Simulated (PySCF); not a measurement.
selenium hexafluoride (F6Se), singlet, at a GFN2-xTB geometry, with bond 7-2 at 1.3 times its length. Base run: DF-B3LYP/def2-SVP run with PySCF.

The PySCF input:
```python
from pyscf import gto, scf, dft

mol = gto.Mole()
mol.atom = '''
    F     0.97227429   -1.31989934   -0.49748921
    Se   -0.00000000    0.00000000    0.00000000
    F     1.22973411    1.08914258   -0.48628133
    F    -1.22973411   -1.08914258    0.48628133
    F    -0.69092966    0.08112488   -1.56556125
    F     0.69092966   -0.08112488    1.56556125
    F    -1.26395658    1.71586914    0.64673597
'''
mol.basis = 'def2-svp'
mol.verbose = 4
mol.build()

mf = dft.RKS(mol)
mf.xc = 'b3lyp'
mf = mf.density_fit(auxbasis='def2-universal-jkfit')
mf.kernel()
mf.analyze()
```

The base run was repeated with changes; each row names its change, and settings that it needs were set with it.

```
change                                       ΔE vs base (µEh)  SCF cycles                outcome
-------------------------------------------  ----------------  ----------  ---------------------
base                                                      0.0          13              converged
conv_tol = 1e-4                                          39.4           8              converged
conv_tol = 1e-6                                           0.1          10              converged
solver = newton                                           0.0           -              converged
level_shift = 1.0 (with mf.max_cycle = 100)               0.0          46              converged
diis_space = 12                                           0.0          12              converged
conv_tol = 1e-12                                          0.0          34              converged
init_guess = atom                                         0.0          13              converged
init_guess = vsap                                         0.0          12              converged
DIIS = EDIIS                                                -          50          not converged
diis_space = 4                                            0.0          15              converged
solver = newton; init_guess = 1e                            -           -  cut at the time limit
DIIS = ADIIS                                              0.0          26              converged
```
